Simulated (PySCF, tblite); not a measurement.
Compound: C5H10O2Si.
SMILES with atom numbers: `[CH3:1][CH:2]([CH3:3])[SiH2:4][C:5](=[O:6])[CH:7]=[O:8]` (hydrogens: H9, H10, H11 on C1; H12 on C2; H13, H14, H15 on C3; H16, H17 on Si4; H18 on C7)

Cartesian coordinates in Å at the GFN2-xTB level; atoms count from 1:
```
atom  x, y, z in Å
C1    -1.342   -1.003    0.289
C2    -0.762    0.348   -0.137
C3    -1.854    1.226   -0.747
Si4    0.707    0.134   -1.338
C5     2.014   -0.944   -0.372
O6     2.199   -2.100   -0.651
C7     2.686   -0.125    0.655
O8     2.194    0.324    1.658
H9    -0.587   -1.616    0.775
H10   -2.163   -0.857    0.989
H11   -1.726   -1.549   -0.571
H12   -0.393    0.851    0.765
H13   -2.266    0.763   -1.642
H14   -1.462    2.203   -1.019
H15   -2.667    1.368   -0.037
H16    0.393   -0.642   -2.536
H17    1.331    1.421   -1.660
H18    3.690    0.203    0.303
```

Method used: CAM-B3LYP/def2-SVPD in PySCF (dipole) on a GFN2-xTB geometry, gas phase.

Take the most abundant isotopes and a rigid rotor. The values belong to one conformer with, in the numbering `[CH3:1][CH:2]([CH3:3])[SiH2:4][C:5](=[O:6])[CH:7]=[O:8]`, C1–C2–Si4–C5 -58°, C2–Si4–C5–O6 106°, Si4–C5–C7–O8 69°.

Question: Give the principal moments of inertia and the rotational constants in cm⁻¹.

Answer: Ia = 211.71, Ib = 468.12, Ic = 510.19 u·Å²; 505379 MHz·u·Å²/I gives 2387, 1080 and 990.6 MHz, that is A = 0.07963, B = 0.03601, C = 0.03304 cm⁻¹.

Question: What kind of rotor is it?

Answer: An asymmetric top. Ray's parameter κ = (2B − A − C)/(A − C) = -0.873; −1 is the prolate and +1 the oblate limit.

Question: What does the inertial defect say?

Answer: Not planar: Δ = Ic − Ia − Ib = -169.65 u·Å². For a rigid frame Δ = −2 Σ m c², so Σ m c² = 84.82 u·Å² lies off the ab plane: 21.43 from hydrogen and 63.40 from heavier atoms. The atom farthest from that plane is 2.25 Å away.

Question: Give the other two planar moments, Paa and Pbb, and the rms extents of the mass along the axes.

Answer: Paa = Σ m a² = (Ib + Ic − Ia)/2 = 383.30 and Pbb = Σ m b² = (Ia + Ic − Ib)/2 = 126.89 u·Å². With the mass M = 130.05 u, the rms extents √(P/M) along a, b and c are 1.72, 0.99, 0.81 Å.

Question: Which lines would a microwave search look for?

Answer: The dipole components are |μa| = 1.54 D, |μb| = 0.09 D, |μc| = 1.78 D. The squared components, which scale the intensities, stand as 0.74 : 0.00 : 1.00 (a : b : c). Some lines, for components of 0.1 D or more:

```tsv
type	branch	J(Ka,Kc)	MHz	lower level (cm⁻¹)
a	Q	3(1,2) ← 3(1,3)	534	0.450
a	Q	4(1,3) ← 4(1,4)	889	0.720
c	Q	4(1,4) ← 4(0,4)	961	0.688
c	Q	3(1,3) ← 3(0,3)	1104	0.414
c	Q	2(1,2) ← 2(0,2)	1223	0.207
c	Q	1(1,1) ← 1(0,1)	1308	0.069
c	R	1(1,0) ← 0(0,0)	3467	0.000
c	Q	3(2,2) ← 3(1,2)	3792	0.468
c	Q	2(2,1) ← 2(1,1)	3923	0.257
a	R	3(1,3) ← 2(1,2)	6074	0.248
a	R	3(2,2) ← 2(2,1)	6210	0.388
c	Q	4(3,2) ← 4(2,2)	6710	0.873
c	Q	3(3,1) ← 3(2,1)	6741	0.595
c	R	3(1,2) ← 2(0,2)	7831	0.207
a	R	4(1,4) ← 3(1,3)	8094	0.450
c	R	2(2,0) ← 1(1,0)	8156	0.116
c	R	2(2,1) ← 1(1,1)	8241	0.113
a	R	4(3,1) ← 3(3,0)	8290	0.820
a	R	4(2,2) ← 3(2,1)	8320	0.595
a	R	4(1,3) ← 3(1,2)	8449	0.468
c	R	3(2,1) ← 2(1,1)	10155	0.257
c	R	3(2,2) ← 2(1,2)	10400	0.248
c	R	4(2,3) ← 3(1,3)	12603	0.450
c	R	3(3,0) ← 2(2,0)	12969	0.388
c	R	3(3,1) ← 2(2,1)	12973	0.388
c	R	4(3,2) ← 3(2,2)	15052	0.595
c	R	4(4,0) ← 3(3,0)	17746	0.820
c	R	4(4,1) ← 3(3,1)	17746	0.820
```

Question: Estimate the classical rotational partition function at 50 K, 100 K and 298.15 K.

Answer: Point group C1, symmetry number σ = 1; q = (√π/σ)·√((kT/h)³/(ABC)), k/h = 20836.6 MHz/K: 37300 at 50 K, 106000 at 100 K, 543000 at 298.15 K.

Its GFN2-xTB frequencies are all real (lowest 20 cm⁻¹). Zero-point vibration and centrifugal distortion are left out. A rigid rotor knows nothing of internal rotation, which can split or shift real lines.
